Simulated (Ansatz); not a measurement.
C5H11F3Sn (`CC(C)(C)[CH2][Sn]([F])([F])[F]`), one more setting.

```yaml
crystal:
  periodic: [false, false, false]
  atoms:
    - {symbol: C, position_ang: [0.469535, -0.720854, -1.430871]}
    - {symbol: C, position_ang: [0.461369, -0.338830, 0.094507]}
    - {symbol: C, position_ang: [1.768889, -0.468297, 0.748202]}
    - {symbol: C, position_ang: [-0.592908, -1.214170, 0.840449]}
    - {symbol: C, position_ang: [0.111696, 1.003002, 0.383690]}
    - {symbol: Sn, position_ang: [-1.702817, 1.838980, -0.563629]}
    - {symbol: F, position_ang: [-2.009319, 1.593070, -2.290113]}
    - {symbol: F, position_ang: [-3.303819, 0.717573, 0.263791]}
    - {symbol: F, position_ang: [-2.045748, 3.397611, 0.070378]}
    - {symbol: H, position_ang: [-0.355753, -0.353723, -1.881102]}
    - {symbol: H, position_ang: [1.363458, 0.040911, -1.800331]}
    - {symbol: H, position_ang: [0.839888, -1.728784, -1.585965]}
    - {symbol: H, position_ang: [2.062042, -1.542438, 0.605943]}
    - {symbol: H, position_ang: [1.723975, -0.454381, 1.959323]}
    - {symbol: H, position_ang: [2.627928, -0.053892, 0.446325]}
    - {symbol: H, position_ang: [-0.274066, -2.222304, 0.662073]}
    - {symbol: H, position_ang: [-0.655174, -1.064078, 1.814667]}
    - {symbol: H, position_ang: [-1.569061, -1.158447, 0.556037]}
    - {symbol: H, position_ang: [-0.029964, 1.316759, 1.322419]}
    - {symbol: H, position_ang: [0.809478, 1.787572, 0.053322]}
basis:
  gaussian: {orbitals: def2-mTZVP}
hamiltonian: {xc: {name: SVWN5}}
output: {forces: true}
```

```sh
$ ansatz run in.yaml --threads 4 --pin off --events-out ev --progress --plain --max-ram 66560MiB --backend cpu
```

It prints (some lines left out):

```
Functional definition: SVWN5
2210 factors; their error is unknown
mean field evaluation 1: about -19205.2748 eV, gradient 1.3e2 eV
mean field evaluation 2: about -19015.5357 eV, gradient 2.9e2 eV
mean field evaluation 4: about -19237.0589 eV, gradient 4.1e1 eV
mean field evaluation 8: about -19239.9369 eV, gradient 7.3e-1 eV
mean field evaluation 16: about -19239.8431 eV, gradient 9.7e-2 eV
mean field -19239.84310093 eV, -707.0511927251 hartree, gradient 4.1e-5 eV, S^2 0.000000; 0 other end points of the search recorded, 0 dependent functions left out
reference -19239.84316038 eV, -707.0511949100 hartree; 45, 45 occupied and 176, 176 virtual orbitals, 2210 factors
Total energy: -19239.84316038 eV, -707.0511949100 hartree
Atom 0 at     0.469535    -0.720854    -1.430871 Å, force     5.943755     2.585647     2.978888 eV/Å
Atom 1 at     0.461369    -0.338830     0.094507 Å, force    -1.956421    -2.016395    -0.377246 eV/Å
Atom 2 at     1.768889    -0.468297     0.748202 Å, force    -1.624484    -4.979552     4.296465 eV/Å
Atom 3 at    -0.592908    -1.214170     0.840449 Å, force     3.698476    -0.833468    -3.956477 eV/Å
Atom 4 at     0.111696     1.003002     0.383690 Å, force    -0.861606     3.395000    -4.694237 eV/Å
Atom 5 at    -1.702817     1.838980    -0.563629 Å, force     1.185844    -9.085433     3.994201 eV/Å
Atom 6 at    -2.009319     1.593070    -2.290113 Å, force    -0.947778    -0.382739    -5.267687 eV/Å
Atom 7 at    -3.303819     0.717573     0.263791 Å, force     1.755238     1.246282    -0.972574 eV/Å
Atom 8 at    -2.045748     3.397611     0.070378 Å, force    -1.754207     7.737651     2.648502 eV/Å
Atom 9 at    -0.355753    -0.353723    -1.881102 Å, force    -3.282548     0.557918    -1.905266 eV/Å
Atom 10 at     1.363458     0.040911    -1.800331 Å, force    -1.765895    -1.789288     0.253095 eV/Å
Atom 11 at     0.839888    -1.728784    -1.585965 Å, force    -0.372382    -0.429733    -0.269955 eV/Å
Atom 12 at     2.062042    -1.542438     0.605943 Å, force    -0.129313    -0.006081     0.169307 eV/Å
Atom 13 at     1.723975    -0.454381     1.959323 Å, force    -0.089524     0.417301    -2.477037 eV/Å
Atom 14 at     2.627928    -0.053892     0.446325 Å, force     3.042426     2.842027    -1.630636 eV/Å
Atom 15 at    -0.274066    -2.222304     0.662073 Å, force     0.137428    -1.189019     0.096092 eV/Å
Atom 16 at    -0.655174    -1.064078     1.814667 Å, force     0.374831     0.952604     5.037693 eV/Å
Atom 17 at    -1.569061    -1.158447     0.556037 Å, force    -3.092934     0.643015    -1.769673 eV/Å
Atom 18 at    -0.029964     1.316759     1.322419 Å, force    -0.873432     0.470439     4.390196 eV/Å
Atom 19 at     0.809478     1.787572     0.053322 Å, force     0.612527    -0.136175    -0.543652 eV/Å
Dipole moment:     1.123998    -0.106760     0.079950 e Å
```

Run time 2.3 s (4 threads of an AMD EPYC 7R13 on a shared host); peak host memory 1.2 GiB.
